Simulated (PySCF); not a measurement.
Stepwise substitution at one centre (Al Br-H). Isolated molecules, 0 K electronic values unless said otherwise. Strings in code marks are SMILES.

The S1–T1 gap (TDA) from two functionals at the same geometries (B3LYP-D3(BJ)/def2-TZVP), both in PySCF: PBE-D3(BJ)/def2-TZVP and B3LYP-D3(BJ)/def2-TZVP. B3LYP has the VWN-RPA correlation part, as in Gaussian. Excitations are Tamm–Dancoff values on a coarser integration grid. The basis has no diffuse functions, so Rydberg states are missing or too high.

```
species                                 PBE-D3(BJ)/def2-TZVP (eV)  B3LYP-D3(BJ)/def2-TZVP (eV)
--------------------------------------  -------------------------  ---------------------------
0 of 3 Br replaced by H                                      0.24                         0.27
1 of 3 Br replaced by H                                      0.11                         0.10
2 of 3 Br replaced by H (`[AlH2][Br]`)                       0.22                         0.23
```

Over these rows, drawn at random from the members with no instability flagged (it was tested for open shells, ions and some series alone), PBE minus B3LYP-D3(BJ): mean -0.01 eV, from -0.03 eV to 0.00 eV.
